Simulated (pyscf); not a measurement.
HO–Zr(OH)(F)–F, singlet

Gas-phase minimum from PySCF at ωB97X-D3(BJ)/def2-SVP, one conformer. 

```
Zr
O 1 1.9138
H 2 0.9564 1 174.84
O 1 1.9138 2 111.50 3 7.09
H 4 0.9564 2 140.93 3 0.95
F 1 1.9168 2 109.05 3 -113.57
F 1 1.9175 2 109.32 3 127.94
```
Charge 0, spin multiplicity 1.

Properties at ωB97X-D3(BJ)/def2-SVP:

```yaml
harmonic_wavenumbers_unscaled: 160, 167, 168, 177, 180, 271, 302, 333, 354, 673, 683, 750, 754, 4033, 4037 cm⁻¹
zero_point_energy: 18.6 kcal/mol
rotational_symmetry_number: 2
Entropy of this conformer at 298 K and 1 atm, rigid rotor and harmonic oscillator, modes under 100 cm⁻¹ raised to 100: 358.3 J/(mol K)
dipole_moment: 3.40 D
```

Single-point totals, which compare only within one level:

```csv
level,total energy (hartree)
ωB97X-D3(BJ)/def2-TZVP,-398.91800
PBE/def2-TZVP,-398.53441
r²SCAN/def2-TZVP,-398.73729
B3LYP-D3(BJ)/def2-TZVP,-398.89065
PBE0-D3(BJ)/def2-TZVP,-398.49948
M06-2X/def2-TZVP,-398.63193
ωB97M-D3(BJ)/def2-TZVP,-398.88544
```

Soft torsions are taken as harmonic, which can shift the entropy by several J/(mol K). Elements past Kr carry the def2 core potentials, without spin-orbit coupling.
